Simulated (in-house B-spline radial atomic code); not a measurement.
## RPA and G0W0 on LC-wPBE: Sb³⁺

Configuration [Kr] 4d10 5s2, mean-field start LC-wPBE. Computed with an all-electron radial atomic-structure program (B-spline basis): all electrons, non-relativistic, point nucleus, each spin shell either full or empty, empty states to l = 9 with an (l + 1/2)⁻⁴ tail; G0W0 by contour deformation at full frequency.

Without relativity these are model numbers: it shifts the levels of so heavy an element strongly and can reorder them.

Command:
```bash
python run_gw.py task.json out
```
Settings (radii: box in bohr, nucleus in fm):
```
Z                        51
electrons                48
configuration            [Kr] 4d10 5s2
hamiltonian              nr
method                   lc_wpbe
lmax                     9
spin_polarised           False
box_radius               14.14
intervals                53
ion_configuration        [Kr] 4d10 5s1
```

Cost of the run: 4.6 s on 1 thread of AMD EPYC 7R13 Processor, with other jobs on the host.

Energies (hartree):

```json
{"term": "mean-field total", "value": "-6313.51006"}
{"term": "Hartree-Fock functional on these orbitals", "value": "-6311.67280"}
{"term": "direct second order", "value": "-4.1405"}
{"term": "second-order exchange", "value": "1.1331"}
{"term": "SOSEX correction", "value": "1.0583"}
```

(1) What is the RPA correlation energy, and what remains with SOSEX?

Quasi-particle levels (eV):

```csv
level,occupied,mean field,Σx - vxc,Σc,QP weight,G0W0
5s,yes,-41.18,0.88,?,?,?
4d,yes,-69.68,-5.15,0.73,0.920,-74.10
5p,no,-25.080,1.57,-1.33,0.968,-24.838
```

G0W0 = mean field + (Σx - vxc) + Σc, with Σc (partial-wave tail included) taken at the quasi-particle energy. Only the outer levels were computed. Levels of low weight are left out.

(2) Where does G0W0 put 5s?

(3) What does it cost to remove one electron (to [Kr] 4d10 5s1) by differences of total energies, each species on its own start (correlation terms add to the Hartree-Fock functional)?

Results:

(1) RPA gives -3.6605 hartree (-2.08 eV per electron); RPA + SOSEX gives -2.6021, and the second-order doubles -3.0074 hartree (no singles). RPA lacks exchange-type terms and so overcorrelates at short range.

(2) At -42.42 eV, with Σc = -2.12 eV and a quasi-particle weight of 0.966. The tabulated removal energy is 43.804 ± 0.025 eV (NIST, measured); the calculation leaves out relativity, Breit and QED terms, and what these don't explain is the method's own error.

(3) LC-wPBE 41.87 eV, Hartree-Fock functional 40.08 eV, + RPA 42.20 eV, + RPA + SOSEX 41.75 eV, + second order 42.74 eV. Tabulated: 43.804 ± 0.025 eV (NIST, measured); the calculation leaves out relativity, Breit and QED terms, and what these don't explain is the method's own error.
